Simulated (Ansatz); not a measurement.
Molecule: InH, net charge 0, singlet state. 
Coordinates optimised at B3LYP-D3(BJ)/def2-TZVP (Ansatz, a quantum-chemistry and plane-wave program):
```
In
H 1 1.8626
```

Basis-set convergence of Hartree-Fock and CCSD correlation energies (hartree) with Ansatz. Cores are frozen in the correlated levels unless marked. Spin-orbit coupling is left out. The frozen core is the preceding noble-gas configuration, with the filled d and f shells of earlier blocks. In def2 rows, elements after Kr have scalar-relativistic effective core potentials.

```
basis        functions       E(HF)  E(corr, CCSD)
-----------  ---------  ----------  -------------
def2-SVPD           40  -189.77231       -0.06680
def2-TZVPPD         73  -189.77744       -0.07251
def2-QZVPPD        121  -189.77835       -0.07438
```

Extrapolating the two largest sets (X = 3 and 4) as X^-3: E(corr) = (64·(-0.07438) - 27·(-0.07251))/37 = -0.0757 Eh, an estimate of the basis-set limit. The largest set recovers 98.2 % of it, the smallest 88.2 %.
